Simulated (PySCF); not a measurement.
Constitutional and geometric isomers with formula CH4N2Si. Isolated molecules, 0 K electronic values unless said otherwise. One relaxed conformer stands for each flexible species; it need not be the lowest. Strings in code marks are SMILES.

The four lowest singlet excitations (Tamm–Dancoff). Computed with PBE-D3(BJ)/def2-TZVP // B3LYP-D3(BJ)/def2-TZVP in PySCF. Excitations are Tamm–Dancoff values on a coarser integration grid. The basis has no diffuse functions, so Rydberg states are missing or too high.

| state | energy (eV) | wavelength (nm) | oscillator strength |
|---|---|---|---|
| S1 | 2.87 | 431 | 0.003 |
| S2 | 3.77 | 329 | 0.017 |
| S3 | 4.28 | 289 | 0.012 |
| S4 | 4.85 | 255 | 0.414 |

Question: Say which member gives these states.
(A) `N=C=[SiH]N`
(B) `[H]/N=C\[SiH]=N\[H]` (N–C–Si–N torsion 0°)
(C) `N#C[SiH2]N`
(D) `N#CN[SiH3]`

Answer: A, `N=C=[SiH]N`
